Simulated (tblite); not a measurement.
Species: C8H11FO.
Structure used (GFN2-xTB), in Å, numbered top down from 1:
```xyz
21
C8H11FO angstrom
C      3.2744    0.2150    0.7626
C      2.1830    0.7060    0.1980
C      1.1139   -0.1430   -0.3468
C      0.1788    0.3465   -1.4031
C     -0.3734    0.1042   -0.0214
C     -1.2486   -1.1118    0.2307
C     -2.6832   -0.8793   -0.2374
C     -0.7229    1.2425    0.8330
O     -1.3668    1.2583    1.8265
F     -0.2221    2.4354    0.3696
H      3.4348   -0.8464    0.8608
H      4.0491    0.8543    1.1471
H      2.0483    1.7743    0.1107
H      1.3718   -1.1963   -0.3686
H     -0.1268   -0.3394   -2.1785
H      0.2794    1.3696   -1.7330
H     -0.8280   -1.9699   -0.2965
H     -1.2488   -1.3324    1.3001
H     -3.2765   -1.7767   -0.0819
H     -3.1378   -0.0670    0.3231
H     -2.7075   -0.6271   -1.2955
```

Computed values, GFN2-xTB/tblite, gas phase, harmonic and unscaled. This tight-binding method is rough: wavenumbers can miss measured ones by several per cent, in bad cases by 10 to 20. One conformer, not necessarily the lowest.

Harmonic wavenumbers (cm⁻¹): 57.6, 69.0, 83.5, 117.8, 178.3, 200.6, 233.1, 265.3, 321.2, 329.2, 421.9, 467.1, 485.4, 530.3, 641.5, 715.8, 727.3, 810.5, 847.5, 888.5, 898.0, 910.5, 950.9, 960.3, 1014.6, 1019.6, 1038.1, 1067.6, 1076.4, 1099.8, 1129.3, 1202.4, 1239.1, 1240.7, 1288.8, 1317.7, 1337.0, 1382.7, 1414.9, 1420.2, 1460.8, 1474.1, 1496.8, 1503.4, 1696.3, 1834.0, 2982.4, 2990.8, 3033.5, 3034.4, 3045.7, 3055.4, 3087.5, 3092.7, 3102.6, 3108.6, 3139.9.

A = 1863, B = 1022, C = 830.3 MHz; mass 142.079 u (most abundant isotopes); point group C1, symmetry number 1.

Problem. Zero-point energy?

Solution. ½Σν̃ = 37269 cm⁻¹ = 445.84 kJ/mol.

Problem. What is S at 350 K and 1 bar for an ideal gas of classical rigid rotors and harmonic oscillators?

Solution. Translation 174.00, rotation 126.26, vibration 157.77: S = 458.0 J/(mol K).

Problem. And Cp and H(350 K) − H(0)?

Solution. Cp = 198.12 J/(mol K), of which vibrations give 164.86 (their classical limit is 57 R = 473.9); H(350 K) − H(0) = 40.65 kJ/mol without the zero-point energy, 29.01 from vibrations.

Problem. How do the functions run with temperature in this model?

Solution. 
```json
{"T (K)": "50", "S (J/(mol K))": "249.1", "Cp (J/(mol K))": "57.7", "H − H(0) (kJ/mol)": "2.13", "G − H(0) (kJ/mol)": "-10.32", "ln q(vib)": "0.50"}
{"T (K)": "100", "S (J/(mol K))": "297.3", "Cp (J/(mol K))": "83.7", "H − H(0) (kJ/mol)": "5.69", "G − H(0) (kJ/mol)": "-24.04", "ln q(vib)": "1.82"}
{"T (K)": "298.15", "S (J/(mol K))": "428.3", "Cp (J/(mol K))": "173.4", "H − H(0) (kJ/mol)": "31.01", "G − H(0) (kJ/mol)": "-96.68", "ln q(vib)": "7.53"}
{"T (K)": "373.15", "S (J/(mol K))": "471.1", "Cp (J/(mol K))": "208.8", "H − H(0) (kJ/mol)": "45.36", "G − H(0) (kJ/mol)": "-130.42", "ln q(vib)": "9.67"}
{"T (K)": "500", "S (J/(mol K))": "539.7", "Cp (J/(mol K))": "261.2", "H − H(0) (kJ/mol)": "75.29", "G − H(0) (kJ/mol)": "-194.58", "ln q(vib)": "13.27"}
{"T (K)": "750", "S (J/(mol K))": "660.5", "Cp (J/(mol K))": "333.9", "H − H(0) (kJ/mol)": "150.39", "G − H(0) (kJ/mol)": "-345.02", "ln q(vib)": "20.17"}
{"T (K)": "1000", "S (J/(mol K))": "763.5", "Cp (J/(mol K))": "380.8", "H − H(0) (kJ/mol)": "240.11", "G − H(0) (kJ/mol)": "-523.35", "ln q(vib)": "26.63"}
```

q(vib) and H(0) count from the zero-point level.

Problem. What must be added to the electronic energy to get the Gibbs energy at 350 K and 1 bar?

Solution. ZPE + [H(350 K) − H(0)] − T·S = 445.84 + 40.65 − 160.31 = 326.18 kJ/mol.

Hindered rotation and anharmonicity are outside this model. Other conformers, if any are populated, would add a mixing term that is left out. The structure is chiral; the term R ln 2 for an equal mix with its mirror image is left out.

Hardware: one thread, Arm Neoverse V2 (aarch64), shared host. Cost: 0.66 s wall. The figure is for the frequency step alone.
